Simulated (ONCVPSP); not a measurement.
**titanium: ONCV pseudisation with PBE, scalar-relativistic reference atom.**

ONCVPSP 4.0.1 was run on this input:

```
# ATOM AND REFERENCE CONFIGURATION
# atsym  z   nc   nv     iexc    psfile
  Ti 22.00    3    4        4      upf
#
#   n    l    f
    1    0    2.00
    2    0    2.00
    2    1    6.00
    3    0    2.00
    3    1    6.00
    3    2    2.00
    4    0    2.00
#
# PSEUDOPOTENTIAL AND OPTIMIZATION
# lmax
    2
#
#   l,   rc,      ep,       ncon, nbas, qcut
    0    2.00    0.00    3    7    6.30
    1    1.50    0.00    4    8    7.70
    2    1.30    0.00    3    6    8.60
#
# LOCAL POTENTIAL
# lloc, lpopt,  rc(5),   dvloc0
    2    5    1.30    0.00
#
# VANDERBILT-KLEINMAN-BYLANDER PROJECTORs
# l, nproj, debl
    0    3    3.30
    1    1    0.60
    2    0    1.20
#
# MODEL CORE CHARGE
# icmod, fcfact, rcfact
    3    4.75    1.15
#
# LOG DERIVATIVE ANALYSIS
# epsh1, epsh2, depsh
   -4.00    5.00    0.02
#
# OUTPUT GRID
# rlmax, drl
    6.00    0.01
#
# TEST CONFIGURATIONS
# ncnf
    4
# nvcnf
#   n    l    f
    4
    3    0    2.00
    3    1    6.00
    3    2    2.00
    4    0    1.00
#
    4
    3    0    2.00
    3    1    6.00
    3    2    2.00
    4    0    0.00
#
    4
    3    0    2.00
    3    1    6.00
    3    2    1.00
    4    0    0.00
#
    4
    3    0    2.00
    3    1    6.00
    3    2    1.00
    4    0    2.00
#
```

Command:

```bash
oncvpsp.x < Ti.dat > Ti.out
```

The program printed (shortened: citation, most of the input echo, consistency checks and plot data are left out):

```
ONCVPSP  (Optimized Norm-Conservinng Vanderbilt PSeudopotential)
scalar-relativistic version 4.0.1

#   n    l    f        energy (Ha)
    1    0    2.00    -1.7892815E+02
    2    0    2.00    -1.9732061E+01
    2    1    6.00    -1.6326222E+01
    3    0    2.00    -2.3017400E+00
    3    1    6.00    -1.4281096E+00
    3    2    2.00    -1.5651097E-01
    4    0    2.00    -1.6415853E-01

Reference configufation results
  iterations    22
  all-electron total energy (Ha)   -8.53564434D+02

Begin loop to  construct optimized pseudo wave functions
and semi-local pseudopoentials for all angular momenta

   Wellstate for l =  0  n =  6
     eigenvalue =   3.1358
     asymptotic potential =   3.6358
     half-point radius =  3.5847

Calculating optimized projector #   1

 for l=   0

    Fraction of norm inside rc  0.983747
    Optimizing pswf for qcut=   6.29 a_B^-1,  ecut=  19.81 Ha
    Residual kinetic energy error=  9.34D-08 Ha

    Energy error per electron        Cutoff
         Ha          eV             Ha
         0.01000     0.27211        5.95
         0.00100     0.02721        7.94
         0.00010     0.00272        9.46
         0.00001     0.00027       11.84

Calculating optimized projector #   2

 for l=   0

    Fraction of norm inside rc  0.092989
    Optimizing pswf for qcut=   6.29 a_B^-1,  ecut=  19.81 Ha
    Residual kinetic energy error=  2.63D-07 Ha

    Energy error per electron        Cutoff
         Ha          eV             Ha
         0.01000     0.27211        4.22
         0.00100     0.02721        6.20
         0.00010     0.00272       10.50
         0.00001     0.00027       15.59

Calculating optimized projector #   3

 for l=   0

    Fraction of norm inside rc  0.135294
    Optimizing pswf for qcut=   6.29 a_B^-1,  ecut=  19.81 Ha
    Residual kinetic energy error=  5.75D-05 Ha

    Energy error per electron        Cutoff
         Ha          eV             Ha
         0.01000     0.27211        7.22
         0.00100     0.02721       13.07
         0.00010     0.00272       18.86
         0.00001     0.00027       38.80

Calculating optimized projector #   1

 for l=   1

    Fraction of norm inside rc  0.841852
    Optimizing pswf for qcut=   7.69 a_B^-1,  ecut=  29.60 Ha
    Residual kinetic energy error=  1.54D-06 Ha

    Energy error per electron        Cutoff
         Ha          eV             Ha
         0.01000     0.27211       15.36
         0.00100     0.02721       20.04
         0.00010     0.00272       24.00
         0.00001     0.00027       27.12

Calculating optimized projector #   1

 for l=   2

    Fraction of norm inside rc  0.464499
    Optimizing pswf for qcut=   8.59 a_B^-1,  ecut=  36.93 Ha
    Residual kinetic energy error=  6.62D-04 Ha

    Energy error per electron        Cutoff
         Ha          eV             Ha
         0.01000     0.27211       28.91
         0.00100     0.02721       35.59
         0.00010     0.00272       80.84

Construct Vanderbilt / Kleinmman-Bylander projectors

B matrix Hermiticity error, ll=   0
   1   2    1.3248E-04
   1   3    4.3254E-04
   2   3   -1.1096E-04

  Orthonormal projector coefficients  1.1092E+01  3.8504E+00  1.3867E+00

Model core correction analysis
  based on d2Exc/dn_idn_j

d2excae - all-electron derivatives

   -4.189146D-02   -3.826055D-02   -2.449210D-02   -2.209267D-03
   -3.826096D-02   -3.620794D-02   -2.459337D-02   -2.708927D-03
   -2.449269D-02   -2.459372D-02   -2.265123D-02   -9.771140D-03
   -2.208910D-03   -2.708309D-03   -9.768160D-03   -2.960987D-02

d2excps - pseudofunction derivatives with no core correction

   -5.081950D-02   -3.932346D-02   -2.548174D-02   -3.050918D-03
   -3.932383D-02   -3.798976D-02   -2.696654D-02   -2.746080D-03
   -2.548169D-02   -2.696691D-02   -2.413931D-02   -9.755913D-03
   -3.051626D-03   -2.745470D-03   -9.752944D-03   -2.967423D-02

rms 2nd derivative error    2.524952E-03

rmatch, rhocmatch    0.5294   17.6733

Teter function model core charge with specified parameters

d2excps - pseudofunction derivatives with core correction

   -4.171502D-02   -3.744600D-02   -2.505740D-02   -2.340899D-03
   -3.744602D-02   -3.757930D-02   -2.703290D-02   -2.590395D-03
   -2.505774D-02   -2.703332D-02   -2.432507D-02   -9.711290D-03
   -2.340547D-03   -2.589773D-03   -9.708322D-03   -2.961946D-02

rms 2nd derivative error    1.079727E-03

Pseudoatom total energy  -58.541734

Diagnostic tests using Vanderbilt-Kleinman-Bylander pseudopotentials
  1 or more projectors used as specified by nproj input data

   l    rcore       rmatch      e in        delta e   norm test  slope test

   0   2.0095676   2.0705824  -2.3017400   0.0000021   1.0001276   1.0001111
   0   2.0095676   2.0705824  -0.1641585   0.0000024   1.0000248   1.0000028
   0   2.0095676   2.0705824   3.1358415   0.0000021   1.0002596   1.0002596

   1   1.5079937   1.5537797  -1.4281096  -0.0000056   0.9999949   1.0000067

   2   1.3063153   1.3459778  -0.1565110  -0.0000432   0.9999539   0.9996794

 Testing for bound ghosts
   n   l    E NL Schr. Eq   E Basis Diag.   E Cutoff

   1   0       -2.301738       -2.301484     65.66
   2   0       -0.164156       -0.136295     65.66

   2   1       -1.428115       -1.427964     98.08

 Testing for highly-localized positive-energy ghosts
       l    <radius>/rc     E Basis Diag.   E Cutoff

       0        0.946847        9.771864     65.66  WARNING - GHOST(+)

Test configuration 0

   n   l     f        eae           eps        diff
   1   0  2.0000 -178.92814636
   2   0  2.0000  -19.73206107
   2   1  6.0000  -16.32622220
   3   0  2.0000   -2.30174004   -2.30173792    2.12D-06
   3   1  6.0000   -1.42810959   -1.42811521   -5.61D-06
   3   2  2.0000   -0.15651097   -0.15655415   -4.32D-05
   4   0  2.0000   -0.16415853   -0.16415614    2.38D-06

    Total energies and differences
      AE_ref= -8.53564434D+02  AE_tst= -8.53564434D+02  dif=  0.00D+00
      PS_ref= -5.85417343D+01  PS_tst= -5.85417343D+01  dif=  7.82D-14
      PSP excitation error= -7.82D-14

Test configuration 1

   n   l     f        eae           eps        diff
   1   0  2.0000 -179.19977875
   2   0  2.0000  -19.99822907
   2   1  6.0000  -16.59286259
   3   0  2.0000   -2.56945398   -2.57007099   -6.17D-04
   3   1  6.0000   -1.69605428   -1.69633927   -2.85D-04
   3   2  2.0000   -0.41776036   -0.41796231   -2.02D-04
   4   0  1.0000   -0.38038938   -0.38040799   -1.86D-05

    Total energies and differences
      AE_ref= -8.53564434D+02  AE_tst= -8.53294436D+02  dif=  2.70D-01
      PS_ref= -5.85417343D+01  PS_tst= -5.82717119D+01  dif=  2.70D-01
      PSP excitation error= -2.41D-05

Test configuration 2

   n   l     f        eae           eps        diff
   1   0  2.0000 -179.52514372
   2   0  2.0000  -20.31618171
   2   1  6.0000  -16.91144416
   3   0  2.0000   -2.88664728   -2.88865256   -2.01D-03
   3   1  6.0000   -2.01257144   -2.01348345   -9.12D-04
   3   2  2.0000   -0.72322626   -0.72378871   -5.62D-04

    Total energies and differences
      AE_ref= -8.53564434D+02  AE_tst= -8.52795674D+02  dif=  7.69D-01
      PS_ref= -5.85417343D+01  PS_tst= -5.77728486D+01  dif=  7.69D-01
      PSP excitation error= -1.26D-04

Test configuration 3

   n   l     f        eae           eps        diff
   1   0  2.0000 -180.15988853
   2   0  2.0000  -20.98142276
   2   1  6.0000  -17.57409133
   3   0  2.0000   -3.49278910   -3.49806777   -5.28D-03
   3   1  6.0000   -2.60632768   -2.60675469   -4.27D-04
   3   2  1.0000   -1.27486526   -1.27294355    1.92D-03

    Total energies and differences
      AE_ref= -8.53564434D+02  AE_tst= -8.51805360D+02  dif=  1.76D+00
      PS_ref= -5.85417343D+01  PS_tst= -5.67827352D+01  dif=  1.76D+00
      PSP excitation error=  7.51D-05

Test configuration 4

   n   l     f        eae           eps        diff
   1   0  2.0000 -179.41539341
   2   0  2.0000  -20.24933549
   2   1  6.0000  -16.84087681
   3   0  2.0000   -2.77767747   -2.77885924   -1.18D-03
   3   1  6.0000   -1.89458337   -1.89377477    8.09D-04
   3   2  1.0000   -0.58310936   -0.58122053    1.89D-03
   4   0  2.0000   -0.43861520   -0.43865727   -4.21D-05

    Total energies and differences
      AE_ref= -8.53564434D+02  AE_tst= -8.53206327D+02  dif=  3.58D-01
      PS_ref= -5.85417343D+01  PS_tst= -5.81842144D+01  dif=  3.58D-01
      PSP excitation error=  5.87D-04
```

The run took about 3.4 s on one core of a shared server CPU.
